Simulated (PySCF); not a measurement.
## Li: excitation energy

Li [He] 2s1 (2S) → Li [He] 3d1 (2D), as a difference of total energies. Calculation: PySCF 2.14, in aug-cc-pV5Z; no relativity, point nucleus. The calculations carry no spin-orbit coupling.

| method | excitation energy (eV) | error (eV) |
| --- | --- | --- |
| UHF | 3.994 | +0.115 |
| LDA | 3.778 | -0.101 |
| PBE | 3.729 | -0.150 |
| PBE0 | 3.814 | -0.065 |
| r2SCAN | 3.732 | -0.147 |
| HSE06 | 3.768 | -0.111 |
| TPSSh | 3.765 | -0.114 |

Reference: 3.879 eV (measured; NIST levels, between the centres of gravity of the two terms).
